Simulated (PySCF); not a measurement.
Computed properties of C2H6GeSi, SMILES C1=[CH][GeH2][SiH2]1

C2H6GeSi, SMILES C1[SiH2][GeH2][CH]=1. Geometry optimised at B3LYP-D3(BJ)/def2-SVP. This is a generated structure with no PubChem entry under its InChIKey; it may be hypothetical. One conformer was computed; it need not be the lowest. All values are computed for the isolated molecule unless a solvent is named; none is compared with measurement here.

**Structure.** The optimised structure has Cs symmetry. All 24 harmonic modes at B3LYP-D3(BJ)/def2-SVP (PySCF) are real, so it is a minimum. With heavy atoms numbered as in [CH:1]1=[CH:2][GeH2:3][SiH2:4]1, the shortest bond between them is C1–C2 at 1.355 Å and the longest Ge3–Si4 at 2.402 Å.

**Vibrations.** The strongest infrared lines (harmonic, unscaled, degenerate partners summed) lie at 2102 cm⁻¹ (145 km/mol, H 99 %), 959 cm⁻¹ (130 km/mol, H 95 %), 2200 cm⁻¹ (129 km/mol, H 98 %). The softest mode is at 196 cm⁻¹ and the zero-point energy is 40.2 kcal/mol.

**Electronic structure.** M06-2X/def2-TZVP (PySCF) places the frontier levels at -8.50 and 0.29 eV, a gap of 8.79 eV, and gives a dipole moment of 0.32 D and a mean polarisability of 80.7 bohr³. PBE/def2-TZVP (PySCF) at the same geometry gives -6.52 and -1.66 eV, so its gap is 3.93 eV narrower. An orbital gap is neither the optical nor the fundamental gap.

**Excitations.** TDDFT-PBE0/def2-SVPD (PySCF) has S1 at 5.49 eV (226 nm, f = 0.001, dark); the most intense of the 10 singlets computed lies at 7.07 eV (f = 0.41). T1 (TDA) is at 4.15 eV. TDDFT-PBE/def2-SVPD (PySCF) puts S1 at 4.93 eV. No vertical singlet excitation falls in the visible range (under 3.1 eV).

**NMR.** GIAO shifts at PBE0/pcSseg-1 (PySCF) (non-relativistic, atoms alike by connectivity averaged): ¹³C from 167.3 to 178.2 ppm against TMS; ¹H from 5.2 to 7.9 ppm against TMS; ²⁹Si at -34.6 ppm against TMS.
